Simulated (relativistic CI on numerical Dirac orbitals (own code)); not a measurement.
**Line list: Electric-dipole lines, Ce XX**

Method of calculation: Dirac-Coulomb-Breit CI, KLI orbitals optimised for each configuration, QED by a radiative potential, unscaled Slater integrals (own radial code, finite nucleus).

Configuration list (outside the closed core [Ar] 3d10): 4s²4p⁶4d³, 4s²4p⁵4d⁴, 4s²4p⁶4d²4f, 4s4p⁶4d⁴, 4s²4p⁵4d³4f, 4s²4p⁶4d²5s, 4s4p⁶4d³4f, 4s²4p⁶4d²5p, 4s²4p⁶4d4f5s, 4s²4p⁶4d²5d, 4s²4p⁶4d5s5p, 4s²4p⁵4d³5s, 4s²4p⁶4d²5f, 4s²4p⁵4d³5p, 4s²4p⁶4d²6s, 4s²4p⁶4d²5g, 4s²4p⁶4d²6p, 4s4p⁶4d³5s, 4s²4p⁶4d²6f, 4s²4p⁶4d²7s, 4s²4p⁶4d4f², 4s²4p⁶4f³, 4s²4p⁵4d4f³, 4s²4p⁶4f²5s, 4s4p⁶4d4f³, 4s²4p⁶4d5s², 4s²4p⁶4f5s², 4s²4p⁵4d4f5s², 4s4p⁶4d4f5s², 4s²4p⁶4d5p², 4s²4p⁶4f5p², 4s²4p⁵4d4f5p², 4s²4p⁶5s5p², 4s4p⁶4d4f5p². Double excitations out of closed p, d and f shells are left out; levels of such configurations are missing from the list, as are those of other unlisted configurations, and high levels can miss mixing partners. These lack a partner that the ground configuration has and come out too high: 4s²4p⁶4d²5p, 4s²4p⁶4d²5d, 4s²4p⁵4d³5s, 4s²4p⁶4d²5f, 4s²4p⁵4d³5p.

```tsv
λ vac (Å)	Lower	Upper	A (s⁻¹)	gf	Branching (%)
82.698	4s²4p⁶4d³ ²H11/2 [12]	4s²4p⁵4d⁴ ²H°11/2 [264]	1.42e+12	1.74e+01	74.0
82.747	4s²4p⁶4d³ ²F7/2 [16]	4s²4p⁵4d⁴ ²F°7/2 [273]	1.24e+12	1.02e+01	65.4
82.832	4s²4p⁶4d³ ²G9/2 [14]	4s²4p⁵4d⁴ ²H°11/2 [270]	1.52e+12	1.87e+01	83.4
83.146	4s²4p⁶4d³ ⁴P5/2 [9]	4s²4p⁵4d⁴ ⁴D°7/2 [256]	8.14e+11	6.75e+00	45.4
83.641	4s²4p⁶4d³ ²D5/2 [19]	4s²4p⁵4d⁴ ²D°5/2 [279]	1.73e+12	1.09e+01	88.5
83.652	4s²4p⁶4d³ ²D5/2 [19]	4s²4p⁵4d⁴ ²F°7/2 [278]	1.68e+12	1.41e+01	94.0
83.986	4s²4p⁶4d³ ²G9/2 [14]	4s²4p⁵4d⁴ ²G°9/2 [263]	9.90e+11	1.05e+01	59.8
84.032	4s²4p⁶4d³ ⁴F9/2 [5]	4s²4p⁵4d⁴ ⁴F°9/2 [240]	1.26e+12	1.33e+01	77.2
84.165	4s²4p⁶4d³ ²H9/2 [8]	4s²4p⁵4d⁴ ²G°9/2 [250]	7.27e+11	7.72e+00	47.7
84.221	4s²4p⁶4d³ ²H9/2 [8]	4s²4p⁶4d²4f ²I°11/2 [248]	1.39e+12	1.77e+01	85.8
84.299	4s²4p⁶4d³ ²G7/2 [7]	4s²4p⁵4d⁴ ⁴D°7/2 [247]	6.64e+11	5.66e+00	42.3
84.327	4s²4p⁶4d³ ²G9/2 [14]	4s²4p⁵4d⁴ ²F°7/2 [262]	1.09e+12	9.27e+00	66.7
84.378	4s²4p⁶4d³ ²H11/2 [12]	4s²4p⁶4d²4f ²I°13/2 [257]	1.58e+12	2.36e+01	100.0
84.399	4s²4p⁶4d³ ⁴F7/2 [3]	4s²4p⁵4d⁴ ⁴F°7/2 [235]	7.43e+11	6.35e+00	51.5
84.661	4s²4p⁶4d³ ⁴P3/2 [4]	4s²4p⁵4d⁴ ⁴D°5/2 [238]	1.17e+12	7.57e+00	69.2
84.723	4s²4p⁶4d³ ²D3/2 [10]	4s²4p⁶4d²4f ²F°5/2 [252]	1.21e+12	7.82e+00	77.2
84.730	4s²4p⁶4d³ ²H11/2 [12]	4s²4p⁵4d⁴ ²G°9/2 [254]	7.50e+11	8.07e+00	53.9
84.754	4s²4p⁶4d³ ²G7/2 [7]	4s²4p⁶4d²4f ²H°9/2 [244]	8.65e+11	9.31e+00	50.5
84.771	4s²4p⁶4d³ ⁴F7/2 [3]	4s²4p⁶4d²4f ⁴G°9/2 [234]	1.22e+12	1.31e+01	74.1
84.814	4s²4p⁶4d³ ²G7/2 [7]	4s²4p⁵4d⁴ ²F°5/2 [243]	1.12e+12	7.23e+00	77.8
84.821	4s²4p⁶4d³ ⁴F5/2 [2]	4s²4p⁶4d²4f ⁴G°7/2 [229]	1.22e+12	1.05e+01	75.5
84.865	4s²4p⁶4d³ ⁴F9/2 [5]	4s²4p⁶4d²4f ²H°11/2 [237]	1.54e+12	2.00e+01	97.9
84.871	4s²4p⁶4d³ ⁴F7/2 [3]	4s²4p⁵4d⁴ ⁴F°7/2 [233]	4.86e+11	4.20e+00	34.5
84.958	4s²4p⁶4d³ ²H9/2 [8]	4s²4p⁶4d²4f ²H°9/2 [244]	7.60e+11	8.23e+00	44.4
84.988	4s²4p⁶4d³ ²G7/2 [7]	4s²4p⁵4d⁴ ²G°7/2 [242]	6.66e+11	5.77e+00	44.9
84.991	4s²4p⁶4d³ ⁴F3/2 [1]	4s²4p⁶4d²4f ⁴G°5/2 [224]	1.47e+12	9.56e+00	93.9
85.170	4s²4p⁶4d³ ⁴F7/2 [3]	4s²4p⁵4d⁴ ⁴D°5/2 [231]	6.49e+11	4.24e+00	60.6
85.420	4s²4p⁶4d³ ⁴F9/2 [5]	4s²4p⁵4d⁴ ⁴F°7/2 [233]	7.45e+11	6.52e+00	52.9
85.602	4s²4p⁶4d³ ⁴F5/2 [2]	4s²4p⁶4d²4f ⁴G°5/2 [225]	1.32e+12	8.69e+00	88.0
86.122	4s²4p⁶4d³ ⁴F3/2 [1]	4s²4p⁶4d²4f ⁴F°3/2 [220]	1.11e+12	4.95e+00	96.6
```

Terms are leading LS components. Brackets give the number of a level in order of energy, since labels repeat. The list gives strong lines, with weight on those to low levels, without lines whose two gauges differ by over a factor of 2.5, among the lowest 400 of 8849 levels, so that lines to higher ones, which can be the strongest, are missing. Levels whose partners in the same complex of configurations lie outside the list can be far off, and so can their lines. Rates are taken at the computed energies, electric ones in the length gauge.

At this charge energies of transitions that change n are usually good to better than 1 %, and those within a shell (Δn = 0) to a few per cent. Terms inside the open d or f shell come out 10 to 20 % too wide with unscaled integrals.

LS names give the leading component of a level, which can be under half, so a name can repeat, a term be missing and a line seem to break the LS rules.
